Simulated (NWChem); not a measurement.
# SnBrCl, singlet; SMILES [Cl][Sn][Br]

Program: NWChem. Low-valent species are run as closed-shell singlets; no triplet was tried in these runs. All runs use the structure optimised with PBE0/def2-SVP (def2 core potentials past Kr).

For level Hartree-Fock/3-21G, non-relativistic:

```yaml
highest occupied level (eV): -9.87
orbital gap (eV): 8.99
dipole (D): 4.33
```

**Question.** Estimate the same quantities for level Hartree-Fock/STO-3G, non-relativistic.

**Answer.** The highest occupied level (eV) is -6.56. The orbital gap (eV) is 9.46 and the dipole (D) comes out as 3.35.
